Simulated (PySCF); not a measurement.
Species: C₇H₁₂.
Numbering: `[CH2:1]1[CH2:2][C@H:3]2[CH2:4][CH2:5][C@@H:6]1[CH2:7]2` (hydrogens: H8, H9 on C1; H10, H11 on C2; H12 on C3; H13, H14 on C4; H15, H16 on C5; H17 on C6; H18, H19 on C7)

The same species was optimised twice, with GFN2-xTB and with PBE0-D3(BJ)/def2-SVP (PySCF), and the same property calculations (PySCF, gas phase) were run on both structures.

```tsv
coordinate	GFN2-xTB	PBE0-D3(BJ)/def2-SVP	change
C4–C5 (Å)	1.542	1.552	+0.010
C1–C2 (Å)	1.542	1.552	+0.010
C6–C7 (Å)	1.528	1.535	+0.007
C3–C7 (Å)	1.528	1.534	+0.006
C2–C3 (Å)	1.532	1.537	+0.005
C5–C6 (Å)	1.533	1.536	+0.003
C3–C4 (Å)	1.533	1.536	+0.003
C1–C6 (Å)	1.533	1.536	+0.003
C3–C7–C6 (°)	94.0	94.3	+0.3
C4–C3–C7 (°)	101.7	101.5	-0.2
C5–C6–C7 (°)	101.7	101.5	-0.2
C2–C3–C7 (°)	101.7	101.5	-0.2
C1–C6–C7 (°)	101.7	101.5	-0.2
C1–C6–C5 (°)	108.3	108.4	+0.1
C2–C3–C4 (°)	108.3	108.4	+0.1
C1–C2–C3 (°)	103.1	103.1	0.0
```

Rotational constants: A = 3766, B = 3258, C = 2828 MHz (GFN2-xTB) against A = 3726, B = 3234, C = 2796 MHz (PBE0-D3(BJ)/def2-SVP). Point groups within 0.08 Å: C2v and C2v. Atoms that the bonding makes alike are paired by their places after alignment.

On the GFN2-xTB structure: HOMO (eV) -8.14 [PBE0/pcSseg-1]; LUMO (eV) 1.27 [PBE0/pcSseg-1]; dipole (D) 0.07 [PBE0/pcSseg-1]; GIAO shielding of C1/C2/C4/C5 (mean) (ppm) 154.5 [PBE0/pcSseg-1]; GIAO shielding of C3/C6 (mean) (ppm) 147.1 [PBE0/pcSseg-1]; GIAO shielding of C7 (ppm) 147.1 [PBE0/pcSseg-1].

What do these properties become on the PBE0-D3(BJ)/def2-SVP structure?

```tsv
property	level	on GFN2-xTB	on PBE0-D3(BJ)/def2-SVP	change
HOMO (eV)	PBE0/pcSseg-1	-8.14	-8.15	-0.01
LUMO (eV)	PBE0/pcSseg-1	1.27	1.23	-0.04
dipole (D)	PBE0/pcSseg-1	0.07	0.07	0.00
energy, GFN2-xTB geometry as zero (kcal/mol)	PBE0/pcSseg-1	0.0	-0.4	-0.4
GIAO shielding of C1/C2/C4/C5 (mean) (ppm)	PBE0/pcSseg-1	154.5	152.3	-2.2
GIAO shielding of C3/C6 (mean) (ppm)	PBE0/pcSseg-1	147.1	145.7	-1.4
GIAO shielding of C7 (ppm)	PBE0/pcSseg-1	147.1	144.4	-2.7
```

The heavy atoms differ by 0.006 Å rms after alignment (one structure mirrored). Among bonds between heavy atoms C1–C2 and C4–C5 change most and about equally (+0.010 Å). Changes are differences of the printed values. Neither structure is proved a minimum here.
